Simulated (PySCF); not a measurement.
**From a computed spectrum to the compound**

A species of 4 atoms with charge 3 has these harmonic modes (PBE0, small Gaussian bases with core potentials, PySCF 2.14.0):

```json
{"cm⁻¹": "465", "km/mol": "22.2", "symmetry": "a1"}
{"cm⁻¹": "682", "km/mol": "97.1", "symmetry": "b2"}
{"cm⁻¹": "747", "km/mol": "431.9", "symmetry": "b1"}
{"cm⁻¹": "1654", "km/mol": "164.8", "symmetry": "a1"}
{"cm⁻¹": "3399", "km/mol": "820.9", "symmetry": "a1"}
{"cm⁻¹": "3411", "km/mol": "578.8", "symmetry": "b2"}
```

Question: Which species is it, and in which structure?

Answer: [Gd(H2O)]3+ (singlet in the valence; each metal's 4f electrons, 7 of them, lie in its core potential, out of spins and levels):
```xyz
4

Gd    0.0000    0.0000   -0.2324
O     0.0000    0.0000    1.9677
H     0.7796    0.0000    2.5971
H    -0.7796    0.0000    2.5971
```
Ideal gas at 298.15 K and 1 bar: S = 276.7 J/(mol K), Cp = 45.7 J/(mol K), H − H(0 K) = 11.1 kJ/mol (rigid rotor, harmonic modes, spin degeneracy alone, that of the 4f electrons in the core included). An lcecp potential fixes the number of 4f electrons, so in runs with it no electron can move into or out of that shell.
 The answer isn't unique; the calculation gave this one.
